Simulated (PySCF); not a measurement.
C2H6ClGe, doublet, geometry from GFN2-xTB; DF-BLYP/def2-TZVP (PySCF).

PySCF was given this input:
```python
from pyscf import gto, scf, dft

mol = gto.M(
    atom='''
C    -1.46227593   -1.38567636   -0.24122926
Ge    0.02346958   -0.18135771    0.51114402
C     1.79175284   -0.92385091   -0.22761516
Cl   -0.22727828    1.62377093   -0.66284067
H    -2.44170759   -0.97316624   -0.02411314
H    -1.38775922   -2.38226495    0.17966092
H    -1.31797432   -1.42742709   -1.31689746
H     1.65992525   -1.03916426   -1.29954464
H     2.60837650   -0.23618025   -0.03579624
H     2.01498204   -1.88529291    0.22143958
''',
    basis='def2-tzvp',
    spin=1,
    verbose=5,
)

mf = dft.UKS(mol)
mf.xc = 'blyp'
mf = mf.density_fit(auxbasis='def2-universal-jkfit')
mf.kernel()
```

Q: Predict the main parts of the log of this PySCF run.

A: 
```
PySCF version 2.14.0

[INPUT] verbose = 5
[INPUT] max_memory = 4000
[INPUT] num. atoms = 10
[INPUT] num. electrons = 67
[INPUT] charge = 0
[INPUT] spin (= nelec alpha-beta = 2S) = 1
[INPUT] symmetry False subgroup None
[INPUT] Mole.unit = angstrom
[INPUT] Symbol           X                Y                Z      unit          X                Y                Z       unit  Magmom
[...]
[INPUT] ---------------- BASIS SET ----------------
[INPUT] l, kappa, [nprim/nctr], expnt,             c_1 c_2 ...
[INPUT] Cl
[...]
                                10426.15688       0.0041990463961
                                2373.2334061      0.021592141679
                                671.56420071      0.084598850094
                                218.4199979       0.24757249724
                                77.572249714      0.47016930228
                                28.888815277      0.37436370716
[...]
                                39.339582961      0.10786112456
                                7.6740679989      -0.27408821574
[...]
                                1.8385832573      0.68636955368
[...]
                                157.6424169       0.018879300374
                                50.262520978      0.087206341273
                                18.536078105      0.2528561297
                                7.2940532777      0.4350715482
[...]
                                1.011                1
[...]
[INPUT] Ge
[...]
                                69875.420762      0.0017435426729
                                15903.276716      0.0090691482206
                                4501.8233453      0.036906174685
                                1466.0570924      0.12050167907
                                527.07841728      0.28748641703
                                205.00395074      0.41622321885
                                81.251596065      0.22397845695
[...]
                                156.96593744      -0.11898929721
                                25.761448176      0.5493013587
                                11.106654687      0.52939309129
[...]
                                2.9438289048      0.68377930317
[...]
                                624.00161628      0.018140899141
                                200.58528404      0.086632184922
                                75.097081525      0.25649020592
                                30.214388474      0.42658611262
                                12.440087567      0.26200527313
[...]
                                6.9945654416      0.32013744527
                                2.9686001327      0.59051014555
[...]
                                35.062915293      0.069601280945
                                12.636924529      0.22807035287
                                4.8888672922      0.4030106722
                                1.8453195392      0.41304847015
[...]
[INPUT] C
[...]
                                2035.233368       0.0017232738252
                                463.22562359      0.0089255715314
                                131.20019598      0.035727984502
                                42.853015891      0.11076259931
                                15.584185766      0.24295627626
[...]
                                2.5764896527      0.23744968655
[...]
                                7.9582622826      0.035864109092
                                2.3780826883      0.14215873329
                                0.81433208183     0.34270471845
[...]
[INPUT] H
[...]
                                5.1235746         0.045021094
                                1.1646626         0.20189726
[...]
nuclear repulsion = 349.731882264397
number of shells = 75
number of NR pGTOs = 303
number of NR cGTOs = 183
basis = def2-tzvp
ecp = {}

******** <class 'pyscf.df.df_jk.DFUKS'> ********
method = DFUKS
initial guess = minao
damping factor = 0
level_shift factor = 0
DIIS = <class 'pyscf.scf.diis.CDIIS'>
diis_start_cycle = 1
[...]
  2.86165673e+00  2.98010896e+00  2.99832005e+00  3.03243653e+00
  3.07298933e+00  3.07905445e+00  3.11166650e+00  3.19357297e+00
  3.21032106e+00  3.25570567e+00  3.28155410e+00  3.28426491e+00
  3.30098690e+00  3.41067265e+00  3.44475661e+00  3.47711375e+00
  3.50332940e+00  3.50416552e+00  3.51757819e+00  3.90644991e+00
  4.11030485e+00  4.12975840e+00  4.13899262e+00  4.14625192e+00
  4.30723819e+00  4.31578455e+00  4.64517552e+00  4.86004894e+00
  5.65118018e+00  1.05335531e+01  1.05406235e+01  1.08089062e+01
  2.18657720e+01  2.18874066e+01  2.48570115e+01]
  beta  mo_energy =
[-3.97195374e+02 -1.00694762e+02 -4.91970201e+01 -4.38217065e+01
 -4.38207017e+01 -4.38201763e+01 -9.90601352e+00 -9.90600968e+00
 -9.14439725e+00 -6.97213432e+00 -6.96679514e+00 -6.96628748e+00
 -5.97207732e+00 -4.19377918e+00 -4.19054397e+00 -4.18883030e+00
 -1.10354089e+00 -1.10069471e+00 -1.09997486e+00 -1.09792961e+00
 -1.09695793e+00 -7.21418360e-01 -6.31659177e-01 -6.15920812e-01
 -4.34126691e-01 -3.71815888e-01 -3.70352793e-01 -3.61882373e-01
 -3.57662519e-01 -2.99640646e-01 -2.85426507e-01 -2.71042719e-01
 -2.40872472e-01 -1.50803975e-01 -2.45717470e-03  1.92728634e-02
  2.06945927e-02  4.40929164e-02  7.39700782e-02  8.00688734e-02
  8.58714669e-02  9.76578252e-02  1.13408281e-01  1.53214419e-01
  1.62640163e-01  1.76740630e-01  1.77850963e-01  1.96810470e-01
  2.15246029e-01  2.32048187e-01  2.39754887e-01  2.55021357e-01
  2.72173585e-01  2.74494243e-01  3.02640617e-01  3.15088107e-01
  3.54799691e-01  3.66256318e-01  3.74086625e-01  4.04979623e-01
  4.06341271e-01  4.16015710e-01  4.20848248e-01  4.31961394e-01
  4.34162772e-01  4.39255064e-01  4.40951286e-01  4.93233524e-01
  4.98846414e-01  5.43385460e-01  5.84915843e-01  5.86356191e-01
  6.01818966e-01  6.19431014e-01  6.82621098e-01  7.28491459e-01
  7.78906878e-01  8.32629566e-01  8.46677477e-01  8.68534068e-01
  8.70189180e-01  8.73813266e-01  9.16112074e-01  9.29617054e-01
  9.42946787e-01  9.51807147e-01  9.74889795e-01  1.05147943e+00
  1.09285214e+00  1.12727733e+00  1.16493436e+00  1.20801788e+00
  1.22866764e+00  1.25211363e+00  1.30956129e+00  1.31219395e+00
  1.37615060e+00  1.42423267e+00  1.43884429e+00  1.46512896e+00
  1.46654136e+00  1.48311077e+00  1.49042947e+00  1.50836886e+00
  1.53072540e+00  1.66464425e+00  1.70210809e+00  1.72080568e+00
  1.72249599e+00  1.78105920e+00  1.83169540e+00  1.83766112e+00
  1.87050578e+00  1.87344106e+00  1.89043518e+00  1.89314781e+00
  1.93935243e+00  2.00065470e+00  2.03015148e+00  2.03125272e+00
  2.03822441e+00  2.06238447e+00  2.09154824e+00  2.11161114e+00
  2.12281764e+00  2.15041698e+00  2.16738349e+00  2.17149704e+00
  2.20657796e+00  2.23248682e+00  2.24598252e+00  2.27937141e+00
  2.29347152e+00  2.29426910e+00  2.34160089e+00  2.36573259e+00
  2.41101995e+00  2.50792552e+00  2.51110934e+00  2.53079357e+00
  2.53249321e+00  2.60666710e+00  2.67761845e+00  2.68077952e+00
  2.75142807e+00  2.76133840e+00  2.81348864e+00  2.84283123e+00
  2.86683717e+00  2.98774512e+00  3.00450969e+00  3.04021406e+00
  3.07881286e+00  3.08752033e+00  3.11877160e+00  3.20052663e+00
  3.21842887e+00  3.26257714e+00  3.28369370e+00  3.28662399e+00
  3.30866632e+00  3.41739138e+00  3.45259669e+00  3.48378993e+00
  3.50828329e+00  3.51102220e+00  3.52322738e+00  3.92044861e+00
  4.11499095e+00  4.13405076e+00  4.14159753e+00  4.14851731e+00
  4.31062628e+00  4.31905234e+00  4.64941938e+00  4.86505995e+00
  5.65484519e+00  1.05367709e+01  1.05413944e+01  1.08105391e+01
  2.18683830e+01  2.18900114e+01  2.48583146e+01]
multiplicity <S^2> = 0.75115773  2S+1 = 2.0011574
nelec by numeric integration = [34.00000125 33.00000193]
E1 = -4333.450763517764  E2 = 1366.6256849255492  Ecoul = 1487.0153185001934  Exc = -120.38963357464411
Extra cycle  E= -2617.09319632782  delta_E= 1.51e-10  |g|= 1.87e-05  |ddm|= 2.5e-05
converged SCF energy = -2617.09319632782  <S^2> = 0.75115773  2S+1 = 2.0011574
```
